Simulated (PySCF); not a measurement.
H₆SeSi₂, SMILES [SiH3][SiH2][SeH], CAM-B3LYP/def2-SVP optimised geometry.

```
9

Si     1.30    -0.56     0.00
Si    -1.04    -0.56     0.00
Se    -1.84     1.59     0.00
H      1.79     0.18     1.19
H      1.84    -1.96     0.05
H      1.80     0.11    -1.23
H     -1.58    -1.15    -1.26
H     -1.57    -1.34     1.15
H     -1.13     1.96     1.23
```

Density from CAM-B3LYP/def2-TZVP (PySCF) at that geometry.

Minimum of the electron density along straight lines between bonded atoms, close to the bond critical point (lines longer than 1.1 times the sum of covalent radii, or with two minima, are not listed):

```
bond     length / Å  ρ at the minimum / e bohr⁻³  ∇²ρ there / e bohr⁻⁵  position (fraction from the first atom)
-------  ----------  ---------------------------  --------------------  ---------------------------------------
Si1–Si2       2.343                            …                 -0.17                                     0.48
Si2–Se3       2.297                            …                 -0.02                                     0.35
Si1–H4        1.490                        0.120                  0.15                                     0.49
Si1–H5        1.491                        0.119                  0.14                                     0.49
Si1–H6        1.488                        0.120                  0.15                                     0.49
Si2–H7        1.488                        0.121                  0.14                                     0.49
Si2–H8        1.490                        0.121                     …                                     0.49
Se3–H9        1.470                        0.175                 -0.31                                     0.63
```

Question: Some entries are withheld; supply them.

Answer: 
- Si1–Si2, ρ at the minimum / e bohr⁻³: 0.097
- Si2–Se3, ρ at the minimum / e bohr⁻³: 0.089
- Si2–H8, ∇²ρ there / e bohr⁻⁵: 0.13
